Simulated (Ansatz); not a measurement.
Z-matrix (Å, degrees):
```
C
O 1 1.2670
H 2 0.9829 1 114.64
H 1 1.0950 2 110.36 3 179.99
Si 1 1.9425 4 122.67 2 -179.99
H 5 1.4730 1 104.14 4 -179.99
H 5 1.4739 6 115.71 3 -111.09
H 5 1.4739 6 115.70 7 -137.87
```
Charge +1, spin multiplicity 1.

Calculation: frozen-core CCSD(T)/cc-pVTZ // TPSSh-D3(BJ)/def2-TZVP in Ansatz (an electronic-structure program).

```yaml
HF energy: -404.33042 Ha
MP2 correlation energy: -0.50115 Ha
```

Question: Estimate the CCSD correlation energy, the (T) correction, the total energy and the T1 diagnostic.

Answer: 
The CCSD correlation energy comes out as -0.53752 Ha. The (T) correction is -0.02013 Ha and the CCSD(T) total energy is -404.88807 Ha. The T1 diagnostic is 0.018.
